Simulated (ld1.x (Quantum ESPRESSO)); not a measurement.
Before and after: RRKJ potential for P

ld1.x (Quantum ESPRESSO) 7.5 input, shortened:

```
&input
   title='P', zed=15., rel=1, dft='PW91', iswitch=3,
   config='[Ne] 3s1 3p4'
 /
 &inputp
   pseudotype=2, tm=.false., rho0=0.005, lloc=-1, rcloc=1.00,
   nlcc=.false.
 /
2
3S  1  0   1.00   0.00  1.30  1.30  0.0
3P  2  1   4.00   0.00  1.45  1.45  0.0
 &test
   configts(1)='3s1 3p4'
 /
```

All-electron outer shells of the reference configuration (PW91, scalar-relativistic, ld1.x):

```
shell  level (eV)  outermost node (bohr)  outermost maximum (bohr)
   2s     -175.59                   0.14                      0.42
   2p     -126.19                      –                      0.36
   3s      -14.72                   0.65                      1.56
   3p       -6.11                   0.64                      1.81
```

Change: reference 3s1.5 3p3.5.

Cutoffs: the cutoffs (Ry, on a coarse ladder) from which the occupation-weighted sum of valence levels, in a spherical-Bessel basis at the reference potential, stays within 10 and 1 mRy of its value at 400 Ry; they do not see the model core or the augmentation charge, which bear on the density cutoff. Errors are all-electron minus pseudo energies relative to the spin-unpolarised reference configuration.

Q: What does the change do?

A: The potential gets harder (18 Ry and 45 Ry → 18 Ry and 55 Ry); neither file shows a bound ghost.

| quantity | base | changed |
| --- | --- | --- |
| cutoff, loose | 18 Ry | 18 Ry |
| cutoff, tight | 45 Ry | 55 Ry |
| loose cutoff by channel (10 mRy a level) | s 18 Ry, p 8 Ry | s 15 Ry, p 8 Ry |
| bound ghosts | none | none |
| largest error over its own tests, meV | +416 | +1832 |
| s: phases at 1.60 bohr within 0.05 rad from the reference energy up to (Ry; the scan ends near 5) | -0.3 | -0.3 |
| p: phases at 1.60 bohr within 0.05 rad from the reference energy up to (Ry; the scan ends near 5) | 3.0 | 3.0 |
